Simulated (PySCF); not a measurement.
Al(Me)(OH) (CH4AlO), SMILES [CH3][Al+][OH], charge +1. Atoms are numbered in the order given.

```xyz
7

Al     0.0000     0.0000     0.0940
C      0.0000     0.0000    -1.8188
H     -0.8934    -0.5158    -2.1797
H      0.8934    -0.5158    -2.1797
H      0.0000     1.0317    -2.1797
O      0.0000     0.0000     1.6970
H      0.0000     0.0000     2.6539
```
Charge +1, spin multiplicity 1.

Geometry optimised at TPSSh-D3(BJ)/def2-TZVP. The spin state was assumed, not searched. The isomer is the one that the SMILES or the coordinates give; other isomers of the formula were not compared. One conformer was computed; it need not be the lowest.

The numbers are results of HF/pcSseg-2 (PySCF), not measurements.

GIAO shieldings, no solvent; atoms alike by connectivity are averaged. δ = σ(ref) − σ: ¹³C against TMS (σ = 193.3 ppm); ¹H against TMS (σ = 31.98 ppm); ¹⁷O against H2O (σ = 326.0 ppm), references at their B3LYP-D3(BJ)/def2-TZVP geometries, non-relativistic.

```json
[
 {"nucleus": "¹³C", "atoms": "C2", "count": "1", "δ (ppm)": "-15.7"},
 {"nucleus": "¹H", "atoms": "H7", "count": "1", "δ (ppm)": "5.20"},
 {"nucleus": "¹H", "atoms": "H3, H4, H5", "count": "3", "δ (ppm)": "1.59"},
 {"nucleus": "¹⁷O", "atoms": "O6", "count": "1", "δ (ppm)": "13.5"}
]
```
